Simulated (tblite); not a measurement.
Isomers of C5H4F4O2. Method: GFN2-xTB as coded in tblite; computed harmonic values from a numerical Hessian at the method's own geometry, unscaled. This tight-binding method is rough: wavenumbers can miss measured ones by several per cent, in bad cases by 10 to 20. One conformer each.

Electronic energies: GFN2-xTB at the same geometries; isomer energies are rough at this level and their order can be wrong.

| SMILES | electronic energy, lowest = 0 (kJ/mol) |
| --- | --- |
| O=C([C@@H]1OC[C@H]1F)C(F)(F)F | 0.0 |
| FC(F)OC1(OC(F)F)C=C1 | 57.9 |
| F/C=C/O/C=C(/F)OC(F)F | 4.0 |

Task: How do GFN2-xTB zero-point energies change the relative energies?

Result: 
| SMILES | ZPE (kJ/mol) | of it from modes above 1550 cm⁻¹ | electronic (kJ/mol) | with ZPE, lowest = 0 (kJ/mol) | lowest mode (cm⁻¹) | rings |
| --- | --- | --- | --- | --- | --- | --- |
| O=C([C@@H]1OC[C@H]1F)C(F)(F)F | 234.3 | 81.6 | 0.0 | 1.6 | 39 | 1 |
| F/C=C/O/C=C(/F)OC(F)F | 228.7 | 93.2 | 4.0 | 0.0 | 27 | 0 |
| FC(F)OC1(OC(F)F)C=C1 | 228.5 | 83.6 | 57.9 | 53.7 | 36 | 1 |

The zero-point energies span 5.8 kJ/mol, from `FC(F)OC1(OC(F)F)C=C1` to `O=C([C@@H]1OC[C@H]1F)C(F)(F)F`. With it `F/C=C/O/C=C(/F)OC(F)F` becomes the lowest.

Task: What do entropy and thermal enthalpy add at 298.15 K and 1 bar (rigid rotor, harmonic oscillator, one conformer each)?

Result: 
| SMILES | point group | symmetry number | S (J/(mol K)) | H − H(0) (kJ/mol) | ZPE + H − H(0) − TS (kJ/mol) |
| --- | --- | --- | --- | --- | --- |
| O=C([C@@H]1OC[C@H]1F)C(F)(F)F | C1 | 1 | 426.8 | 29.39 | 136.4 |
| F/C=C/O/C=C(/F)OC(F)F | C1 | 1 | 463.9 | 32.42 | 122.8 |
| FC(F)OC1(OC(F)F)C=C1 | C2 | 2 | 441.0 | 30.68 | 127.7 |
